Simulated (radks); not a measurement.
Results of a calculation; reference values are marked as such.
Problem. Neutral xenon, configuration [Xe] (the NIST ground configuration). Code: a radial shooting solver on a logarithmic mesh with Libxc functionals. Model: scalar-relativistic Kohn-Sham, LDA (Slater exchange, VWN5 correlation), spin-polarised, spherical densities, finite nucleus; Fermi nuclear charge, rms radius 4.7859 fm. Some entries of the table are withheld. Estimate them.

| orbital | occ. | eigenvalue (Ry) | <1/r> (bohr^-1) |
|---|---|---|---|
| 1s | 2 | -2523.415 | 58.05 |
| 2s | 2 | -392.8046 | (1) |
| 2p | 6 | -352.6763 | 12.72 |
| 3s | 2 | -80.31048 | 4.784 |
| 3p | 6 | -67.34591 | (2) |
| 3d | 10 | -48.05830 | 4.310 |
| 4s | 2 | -14.47746 | (3) |
| 4p | 6 | -10.36536 | 1.793 |
| 4d | 10 | -4.36992 | 1.513 |
| 5s | 2 | -1.46876 | 0.7080 |
| 5p | 6 | -0.61633 | 0.5639 |

Solution. 
(1) 2s <1/r> (bohr^-1): 13.32
(2) 3p <1/r> (bohr^-1): 4.548
(3) 4s <1/r> (bohr^-1): 1.954
